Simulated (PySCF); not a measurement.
Atoms are numbered as in `[N:1]#[C:2][C@H:3]1[CH2:4][CH2:5][SiH2:6][O:7][CH2:8]1`. Hydrogens are named by the atom that carries them. Ha(C4), Ha(C5), Ha(Si6), Ha(C8) are cis to C2 on the ring; Hb(C4), Hb(C5), Hb(Si6), Hb(C8) are trans to C2 on the ring.

PySCF calculation with structure optimised with GFN2-xTB and NMR shieldings at PBE0/pcSseg-1/GIAO; a single conformation, relativity neglected, in vacuum.

δ = σ(ref) − σ, references computed at the same level: TMS for $^{13}$C and $^{1}$H and $^{29}$Si; $^{15}$N vs NH3; $^{17}$O vs H2O.

| atoms | nucleus | count | δ (ppm) |
| --- | --- | --- | --- |
| C4 | $^{13}$C | 1 | ? |
| Hb(Si6) | $^{1}$H | 1 | 4.82 |
| Hb(C8) | $^{1}$H | 1 | 4.44 |
| Ha(C4) | $^{1}$H | 1 | ? |
| Si6 | $^{29}$Si | 1 | -22.4 |
| Ha(Si6) | $^{1}$H | 1 | 5.06 |
| Ha(C5) | $^{1}$H | 1 | 0.72 |
| C8 | $^{13}$C | 1 | ? |
| C2 | $^{13}$C | 1 | 124.3 |
| C3 | $^{13}$C | 1 | 31.5 |
| Hb(C4) | $^{1}$H | 1 | 2.60 |
| O7 | $^{17}$O | 1 | 23.9 |
| N1 | $^{15}$N | 1 | 301.8 |
| C5 | $^{13}$C | 1 | ? |
| Ha(C8) | $^{1}$H | 1 | 3.90 |
| Hb(C5) | $^{1}$H | 1 | ? |
| H(C3) | $^{1}$H | 1 | 2.32 |

Question: Estimate the values marked ?.

Answer: 
- C8: 69.9 ppm, sp3 CH2 bonded to O; deshielded by the electronegative neighbour
- C4: 31.6 ppm, sp3 CH2 in a ring; aliphatic region, no heteroatom directly attached
- C5: 12.6 ppm, sp3 CH2 bonded to Si
- Ha(C4): 1.83 ppm, hydrogen on an sp3 CH2 in a ring
- Hb(C5): 1.00 ppm, hydrogen on an sp3 CH2 bonded to Si

Shifts are as computed. Against solution values, carbons near 30 ppm lie about +3 ppm off and those near 130 ppm about +5 ppm. Of 1211 compounds with measured shifts, 218 miss one by over three times the rms of a fit or turn the order of signals round; such compounds aren't used in these exercises. Experimental scales use liquid or dissolved standards, which lie at an offset from isolated NH3 (liquid NH3: subtract about 20 ppm) and H2O (liquid H2O: subtract about 36 ppm). Unscaled 15N shifts of sp2 nitrogen come out 20 to 40 ppm too high even then.
